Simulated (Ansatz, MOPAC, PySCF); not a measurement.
Noncovalent pair: HCl (SMILES Cl) (first 2 atoms) with CH2O (SMILES C=O); geometry from B3LYP-D3(BJ)/def2-TZVP, rigid monomers moved along the line of their centres of mass till H2···O4 is 1.67 Å.
(charge 0, multiplicity 1):
```xyz
6

Cl    -0.15234    -0.05621     0.44347
H      0.14962     0.49239     1.58776
C     -0.34371    -0.01505     3.81591
O      0.27461     0.82917     3.21965
H     -0.40869    -0.00569     4.91676
H     -0.86882    -0.82972     3.28805
```

Monomers are frozen at their geometry in the pair; levels with a basis set take the counterpoise correction.

Cores are frozen in the correlated methods. Rows in 6-31G* carry no dispersion term and start afresh at each structure (6-31G* with six Cartesian d functions). MP2/6-31G* freezes PySCF's default core. The state that PM6 reach isn't checked.

Codes used: Ansatz (Gaussian basis) for Hartree–Fock, density functionals and correlated methods; MOPAC for PM6 (differences of heats of formation); PySCF for 6-31G* rows. Each number belongs to the level named beside it.

### Question
One of these levels gives -157.4 meV for the interaction energy. Which one is it?
(A) PM6
(B) CCSD/aug-cc-pV(T+d)Z
(C) HF/aug-cc-pV(T+d)Z
(D) MP2/6-31G*

### Answer
B, CCSD/aug-cc-pV(T+d)Z. The others give -240.0 (PM6), -58.2 (HF/aug-cc-pV(T+d)Z), -100.6 (MP2/6-31G*)

Ansatz is a program for electronic structure.
